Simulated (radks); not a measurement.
Problem. Pd0.125+, configuration [Ne] 3s1.875 3p6 3d10 4s2 4p6 4d10 (fractional occupations, a model configuration). Method: scalar-relativistic Kohn-Sham, PBEsol, spin-unpolarised, spherical densities, point nucleus; computed with a radial shooting solver on a logarithmic mesh with Libxc functionals. Some entries of the table are withheld. Estimate them.

orbital   occ.  eigenvalue (eV)  r(max) (bohr)  <1/r> (bohr^-1)
1s           2        -24158.08        0.02066            48.22
2s           2        -3531.153         0.1169            10.94
2p           6        -3167.002        0.09341            10.58
3s       1.875              (1)         0.3419              (2)
3p           6        -519.4315         0.3349            3.647
3d          10        -329.2567         0.2820              (3)
4s           2         -86.8837         0.8491            1.460
4p           6         -52.6715         0.9074            1.304
4d          10              (4)          1.093              (5)

Solution. 
(1) 3s eigenvalue (eV): -639.1289
(2) 3s <1/r> (bohr^-1): 3.828
(3) 3d <1/r> (bohr^-1): 3.422
(4) 4d eigenvalue (eV): -5.2985
(5) 4d <1/r> (bohr^-1): 0.8940
